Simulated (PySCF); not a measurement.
How methods differ on the excitation energy of Te

Te [Kr] 4d10 5s2 5p4 (3P) → Te [Kr] 4d10 5s2 5p3 6s1 (5S), as a difference of total energies. All numbers are calculated (PySCF 2.14, scalar relativity by spin-free X2C-1e, in aug-cc-pwCVTZ-DK3 (10s9p7d4f1g, 109 functions)). Correlated levels: valence: [Kr] 4d10 frozen; valence and next inner shell: [Ar] 3d10 frozen. The calculations carry no spin-orbit coupling.

| method | excitation energy (eV) |
| --- | --- |
| UHF | 4.763 |
| LDA | 5.403 |
| PBE | 5.261 |
| PBE0 | 5.343 |
| r2SCAN | 5.496 |
| HSE06 | 5.369 |
| B2PLYP | 5.422 |
| BLYP | 5.428 |
| MP2 (valence) | 5.080 |
| MP2 (valence and next inner shell) | 5.086 |

Q: Estimate what SCS-MP2 (valence and next inner shell) gives.

A: 5.254 eV, closest to PBE among the rows shown.

Q: Estimate what SCS-MP2 (valence) gives.

A: 5.270 eV, closest to PBE among the rows shown.

Errors of the correlated levels include the incompleteness of this basis and the frozen core.

For comparison: 5.226 eV (measured; NIST levels, between the centres of gravity of the two terms).
